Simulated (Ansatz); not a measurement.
`N#[C][In]([Cl])[Cl]` + HCl → `[Cl][In]([Cl])[Cl]` + `C#N` at 500 K and 1 bar (ligand exchange at the In–C bond).

Isolated molecules relaxed with PBE0-D4/def2-TZVP in Ansatz; ΔE leaves out vibrations. CBS: MP2 limit from def2 TZ/QZ plus the TZ coupled-cluster correction, frozen cores. This one scheme is used for every species. def2 core potentials past Kr. For In outer-core shells are correlated without core-valence functions, which leaves a few kJ/mol of doubt a bond.

| species | CCSD(T)/CBS energy (Eh) | H − E (kJ/mol) | S (J/(mol·K)) |
| --- | --- | --- | --- |
| `N#[C][In]([Cl])[Cl]` | -1202.20735 | 65.5 | 415.4 |
| HCl | -460.38127 | 32.5 | 201.9 |
| `[Cl][In]([Cl])[Cl]` | -1569.29867 | 42.9 | 381.8 |
| `C#N` | -93.32098 | 60.1 | 220.8 |

H − E and S are ideal-gas, rigid-rotor, harmonic terms from PBE0-D4/def2-TZVP. 1 Eh = 2625.50 kJ/mol, R = 8.31446 J/(mol·K).

Question: By hand: ΔE, ΔH, ΔS and ΔG.

Answer: ΔE = (-1569.29867) + (-93.32098) − (-1202.20735) − (-460.38127) = -0.03103 Eh = -81.5 kJ/mol. Δ(H − E) = 42.9 + 60.1 − 65.5 − 32.5 = 5.0, so ΔH = -76.5 kJ/mol. ΔS = 381.8 + 220.8 − 415.4 − 201.9 = -14.7 J/(mol·K). ΔG = -76.5 − 500 × (-14.7)/1000 = -69.2 kJ/mol.

Question: By hand: the equilibrium constant, and the temperature at which ΔG would vanish if ΔH and ΔS stayed fixed.

Answer: log₁₀ K = −ΔG/(RT ln 10) = 7.2. ΔG = 0 at ΔH/ΔS = 5204 K, far beyond where these terms or the molecules hold.

The number of gas molecules stays the same, so ΔS is small and ΔH decides. A doubt of 5 kJ/mol in ΔE shifts log₁₀ K by 0.5 here. These are equilibria of isolated gas molecules and say nothing of rates. Largest T1 diagnostic: 0.014 (customary marks: 0.02 for closed shells, 0.045 for open ones).
